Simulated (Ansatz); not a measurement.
```yaml
crystal:
  periodic: [false, false, false]
  atoms:
    - {symbol: Si, position_ang: [0.000086, 0.000116, 0.000002]}
    - {symbol: F, position_ang: [-0.017434, -0.005627, 1.687888]}
    - {symbol: F, position_ang: [0.018566, 0.007067, -1.687867]}
    - {symbol: F, position_ang: [1.654213, 0.010091, 0.017680]}
    - {symbol: F, position_ang: [-0.838158, 1.426227, -0.003569]}
    - {symbol: F, position_ang: [-0.817282, -1.437864, -0.014124]}
basis:
  gaussian: {orbitals: cc-pVTZ-DK}
total_charge: -2
magnetization: {spin_polarized: true, initial_magnetization: 1}
hamiltonian: {xc: {name: HSE06}, dispersion: d4}
```

```sh
$ ansatz run in.yaml --threads 4 --pin off --events-out ev --progress --plain --max-ram 3916MiB
```

Shortened log:

```
Functional definition: HSE06
1015 factors; their error is unknown
67 factors; integrals over basis functions are off by at most 2.2e-7 eV
mean field evaluation 1: about -21479.1750 eV, gradient 1.8e1 eV
mean field evaluation 2: about -21479.4095 eV, gradient 1.7e1 eV
mean field evaluation 4: about -21480.3242 eV, gradient 7.0e-1 eV
mean field evaluation 8: about -21480.3615 eV, gradient 2.1e-2 eV
mean field evaluation 16: about -21480.3615 eV, gradient 5.6e-5 eV
mean field -21480.36151956 eV, -789.3887259318 hartree, gradient 5.6e-5 eV, S^2 0.751338; 0 other end points of the search recorded, 0 dependent functions left out
reference -21480.36155628 eV, -789.3887272813 hartree; 31, 30 occupied and 153, 154 virtual orbitals, 1015 factors
Total energy: -21480.46798076 eV, -789.3926383087 hartree
Relativity: scalar
```

It took 4.3 s on 4 threads of Intel Xeon on a shared host, peak host memory 0.58 GiB.

DK, ANO-RCC and x2c sets are all-electron and run with scalar relativity unless a key says otherwise. HSE06 is defined as in plane-wave codes, on full-range PBE exchange. A multiply charged anion in the gas phase is held together partly by the finite basis. The highest occupied level of an anion often lies above zero with these methods, and sets without diffuse functions describe the outer electron poorly.
